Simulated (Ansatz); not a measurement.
Geometry optimisation, RKS B3LYP-D4/def2-SVP (Ansatz).

The input (input.yaml):

```yaml
crystal:
  periodic: [false, false, false]
  atoms:
    - { symbol: Ga, position_ang: [0.0, 0.0, 0.0] }
    - { symbol: "N", position_ang: [0.0, 0.0, 2.28] }
    - { symbol: H, position_ang: [-0.877, -0.2713, 2.81] }
    - { symbol: H, position_ang: [0.877, 0.2713, 2.81] }
    - { symbol: "N", position_ang: [1.6714, 0.0, -0.965] }
    - { symbol: H, position_ang: [2.138, -0.9179, -1.2168] }
    - { symbol: H, position_ang: [2.1227, 0.9179, -1.2432] }
    - { symbol: Cl, position_ang: [-1.9398, 0.0, -1.12] }
    - { symbol: H, position_ang: [-0.5441, 1.6891, 0.5897] }
    - { symbol: H, position_ang: [-0.4266, 1.3245, 1.5756] }
basis:
  gaussian: { orbitals: def2-SVP }
hamiltonian:
  xc: b3lyp
  dispersion: d4
relax:
  f_tol: 0.15
  max_steps: 25
  restrain:
    - { distance: [0, 8], at: 2.77, k: 30.0 }
    - { distance: [9, 1], at: 2.26, k: 30.0 }
    - { distance: [0, 1], at: 1.93, k: 30.0 }
    - { distance: [9, 8], at: 0.66, k: 30.0 }
```

Command:

```bash
$ ansatz run input.yaml --threads 4 --pin off --max-ram 5120MiB --backend cpu --events-out ev --progress --plain --runs-dir out
```

Q: Where does it end, and by what steps?

A: It converged. The restraints hold the end off the free minimum; the threshold counts their pulls, which the force column leaves out. Restrained pairs: Ga1–H9 (1.87 → 2.77 Å), N2–H10 (1.56 → 2.27 Å), Ga1–N2 (2.28 → 1.89 Å), H9–H10 (1.06 → 0.72 Å). After 18 steps the energy has fallen by 2.435 eV (the restraints' own energy left out); H6 moved furthest, 1.30 Å.

| step | energy less start (eV) | largest force component (eV/Å) | accepted |
| --- | --- | --- | --- |
| 0 | 0.0000 | 1.898 | yes |
| 1 | -0.2550 | 1.693 | yes |
| 2 | -0.7139 | 1.587 | yes |
| 3 | -1.5024 | 1.689 | yes |
| 4 | -2.0452 | 0.990 | yes |
| 5 | -2.1362 | 1.518 | yes |
| 6 | -2.1894 | 1.481 | yes |
| 7 | -2.2681 | 1.441 | yes |
| 8 | -2.3263 | 1.404 | yes |
| 9 | -2.3778 | 1.366 | yes |
| 10 | -2.4084 | 1.360 | yes |
| 11 | -2.4246 | 1.343 | yes |
| 12 | -2.4257 | 1.401 | yes |
| 13 | -2.4258 | 1.401 | yes |
| 14 | -2.3013 | 2.441 | no |
| 15 | -2.4321 | 1.314 | yes |
| 16 | -2.4355 | 1.281 | yes |
| 17 | -2.4349 | 1.277 | no |
| 18 | -2.4354 | 1.278 | yes |

```xyz
10
Properties=species:S:1:pos:R:3
Ga 0.059 -0.134 0.165
N 0.005 -0.139 2.058
H -0.872 -0.490 2.439
H 0.777 -0.614 2.525
N 1.569 -0.055 -0.822
H 2.499 0.055 -0.439
H 1.550 0.058 -1.829
Cl -1.824 -0.180 -0.901
H -0.430 2.495 0.899
H -0.313 2.016 1.425
```

The run took 34 s on 4 threads of Arm Neoverse V2, on a shared host, peak memory 0.26 GiB.
